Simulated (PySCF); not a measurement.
Gas-phase reaction: CrO3 + 2 Cl → CrO2Cl2 + O

Method: PySCF energies (xtb for GFN2) plus ideal-gas RRHO corrections (1 bar). † marks an energy on the PBE0/def2-TZVP geometry and frequencies; other levels use their own. MP2 and CCSD(T) freeze the core. 6-31G* has spherical d functions here. Open shells (unrestricted): Cl (multiplicity 2), O (multiplicity 3); the rest are closed-shell singlets. GFN2 has no spin-polarisation term. Spin-orbit splitting is ignored; it lowers the true energy and changes the entropy of Cl, O. B3LYP is the form with VWN-RPA correlation. MP2 isn't extrapolated to the basis-set limit. CCSD(T) isn't extrapolated to the basis-set limit. Strong static correlation: CrO3. Warning, large T1 diagnostic: CrO2Cl2, CrO3 (CCSD(T)/def2-TZVPP†).

| level | ΔH°(298 K), kJ |
|---|---|
| B3LYP/6-31G* | -186 |
| B3LYP/def2-TZVP† | [?] |
| CCSD(T)/def2-TZVPP† | -212 |
| GFN2-xTB | [?] |
| M06-2X/def2-TZVP† | [?] |
| MP2/def2-SVP† | -268 |
| MP2/def2-TZVPP† | -276 |
| PBE0/def2-QZVP† | [?] |
| PBE0/def2-SVP† | -223 |
| LDA/def2-TZVP† | -230 |
| ωB97X-V/def2-TZVP† | -215 |

Problem. Fill in the missing entries.

Solution. 
- B3LYP/def2-TZVP†, ΔH°(298 K), kJ: -201
- GFN2-xTB, ΔH°(298 K), kJ: -99
- M06-2X/def2-TZVP†, ΔH°(298 K), kJ: -232
- PBE0/def2-QZVP†, ΔH°(298 K), kJ: -234
